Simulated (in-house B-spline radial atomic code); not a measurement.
Radial electron density of neutral rhenium, [Xe] 4f14 5d5 6s2. Method: scalar-relativistic (X2C) PW91, spin-polarised, spherical fractional occupations, Fermi nucleus of rms radius 5.3698 fm. Calculated with an all-electron radial atomic-structure program (B-spline basis).

One-electron X2C: radii and densities carry no picture-change correction, so inner-shell <1/r> comes out high (for 1s by about 2 % at Z = 33, 5 % at 54, 10 % at 75, 30 % at 118) and <r> low.

Columns: r (bohr), 4πr²n(r) (electrons per bohr), bar.

```
0.000335    2.996 #
 0.00042    4.111 #
0.000527    5.626 ##
0.000661     7.66 ##
0.000829    10.38 ###
 0.00104    13.98 #####
 0.00131    18.78 ######
 0.00164    24.81 ########
 0.00206    32.53 ###########
 0.00258    41.87 ##############
 0.00324    53.06 #################
 0.00406    65.54 #####################
 0.00509    78.65 #########################
 0.00639    91.09 #############################
 0.00802    100.9 #################################
  0.0101      106 ##################################
  0.0126    105.2 ##################################
  0.0158    99.36 ################################
  0.0199     92.3 ##############################
  0.0249     90.9 #############################
  0.0313    100.5 #################################
  0.0393    119.6 #######################################
  0.0493    136.1 ############################################
  0.0618    135.9 ############################################
  0.0775    119.1 #######################################
  0.0973    106.2 ##################################
   0.122    114.6 #####################################
   0.153    126.9 #########################################
   0.192    110.9 ####################################
   0.241    76.87 #########################
   0.303    66.26 #####################
    0.38    77.33 #########################
   0.476     72.4 #######################
   0.598    47.73 ###############
    0.75    27.68 #########
   0.941    18.96 ######
    1.18    13.69 ####
    1.48    8.472 ###
    1.86    4.694 ##
    2.33    2.712 #
    2.93    1.564 #
    3.67   0.7852 
    4.61   0.2973 
    5.78  0.08335 
    7.25  0.01647 
     9.1 0.001827 
    11.4 0.000107
```

On this grid the curve has 4 maxima, near 0.0101, 0.0493, 0.153, 0.38 bohr.

The 6s up radial function P(r) = rR(r), positive near the nucleus:

| r (bohr) | P |
| --- | --- |
| 0.000267 | 0.0118 |
| 0.00042 | 0.01623 |
| 0.000661 | 0.02211 |
| 0.00104 | 0.02978 |
| 0.00164 | 0.03945 |
| 0.00258 | 0.05067 |
| 0.00406 | 0.06191 |
| 0.00639 | 0.06907 |
| 0.0101 | 0.06408 |
| 0.0158 | 0.03624 |
| 0.0249 | -0.02143 |
| 0.0393 | -0.08584 |
| 0.0618 | -0.08221 |
| 0.0973 | 0.04498 |
| 0.153 | 0.1375 |
| 0.241 | -0.05313 |
| 0.38 | -0.1878 |
| 0.598 | 0.1552 |
| 0.941 | 0.2808 |
| 1.48 | -0.239 |
| 2.33 | -0.6506 |
| 3.67 | -0.4887 |
| 5.78 | -0.159 |
| 9.1 | -0.01858 |
